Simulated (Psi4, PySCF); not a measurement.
Psi4 was given this input:
```
memory 2 GB

molecule {
0 1
  Li   -0.00000000   -0.00000000   -0.34356182
  H     0.00000000    0.00000000    1.03068545
}

set basis 6-311g**
set scf_type pk
set puream true
set d_convergence 1e-8
set dft_radial_points 99
set dft_spherical_points 590

energy('wb97m-v')
print_variables()
```

Task: Give the equivalent PySCF input.

Result: One answer among several that fit: 
```python
from pyscf import gto, scf, dft

mol = gto.M(
    atom='''
Li   -0.000000   -0.000000   -0.343562
H     0.000000    0.000000    1.030685
''',
    basis='6-311g**',
    charge=0,
    spin=0,
    verbose=4,
)

mf = dft.RKS(mol)
mf.xc = 'wb97m_v'
mf.grids.atom_grid = (99, 590)
mf.grids.prune = None
mf.kernel()
```

Both were run: Psi4 gave -8.053927 Eh and PySCF -8.053928 Eh, 0.001 mEh apart.
